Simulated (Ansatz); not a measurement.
Reaction (cleavage of the Si–Si bond): `CB(N)[SiH2][SiH3]` + `CCSS` → `CCSS[SiH3]` + `CB(N)[SiH3]`

Calculated with Ansatz (gas phase, PBE0-D4/def2-TZVP geometries, no zero-point term in ΔE). CCSD(T)/CBS adds triple-zeta CCSD(T) − MP2 to the extrapolated MP2 energy (def2 sets, frozen cores). Each species was taken in one conformer, which may not be the lowest.

```
             level  ΔE (kJ/mol)
SCS-MP2/def2-TZVPP        -56.5
   CCSD/def2-TZVPP        -47.4
```

What does CCSD(T)/CBS give? (An estimate is asked.)

The calculation gave: -50.6 kJ/mol. The listed levels differ from it by -5.9, 3.2 kJ/mol.

Largest T1 diagnostic among the species: 0.013.

The D4 term adds −3.3 kJ/mol with B3LYP and −1.5 kJ/mol with PBE0; it sums over pairs of atoms, weighted by their polarisabilities, and B3LYP, whose exchange is more repulsive, gets the larger term.

B3LYP here is the variant with VWN-RPA as its local correlation; programs differ in this.
